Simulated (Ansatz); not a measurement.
Basis-set extrapolation for FH5O4Si2, SMILES `O[Si](O)(O)O[SiH2]F` (PBE0-D4/def2-TZVP geometry, frozen core, Ansatz 0.2.0). Multiplicity 1, RHF reference.

```tsv
	def2-TZVPP	def2-QZVPP
HF	-980.244829	-980.284495
MP2 correlation	-1.428533	-1.551295
CCSD(T) correlation	-1.499691	not run
```

Energies in hartree. Use E(X) = E(∞) + A·exp(−7.88·√X) for Hartree–Fock and E(X) = E(∞) + B·X^(−2.97) for correlation, with X = 3 and 4, and add CCSD(T) minus MP2 of the smaller set to the MP2 limit.

Problem. What is the CCSD(T) energy at the basis-set limit?

Solution. HF limit: -980.284495 + (-0.039666) × 0.13774 = -980.28996. MP2 limit: -1.551295 + (-0.122762) × 0.74074 = -1.64223. Higher-order term: -1.499691 − (-1.428533) = -0.07116. Total: -982.00335 hartree, 679.6 kJ/mol below CCSD(T)/def2-TZVPP.
